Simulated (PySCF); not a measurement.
C4H2BrF, SMILES C#C/C(Br)=C\F.

Coordinates come from a PBE0-D3(BJ)/def2-SVP optimisation. The structure was generated by enumeration; whether it is a known compound was not checked.

Two levels are set side by side: PBE/def2-TZVP (PySCF) and M06-2X/def2-TZVP (PySCF). Same geometry, gas phase. Differences are taken from unrounded values.

```tsv
quantity	M06-2X	PBE	PBE minus M06-2X
orbital gap (eV)	7.81	3.80	-4.01
highest occupied level (eV)	-8.27	-6.01	2.27
lowest empty level (eV)	-0.46	-2.21	-1.75
dipole moment (D)	0.16	0.24	0.08
mean polarisability (bohr³)	66.3	69.3	2.9
```

Without exact exchange PBE keeps part of each electron's self-repulsion, which lifts occupied levels and narrows the gap. Loosely held outer electrons make PBE densities more polarisable. Differences between two approximate levels are no errors against the true value.

Rough cost on one machine, each run with all the roots and properties that it gave: M06-2X against PBE about 3 times.
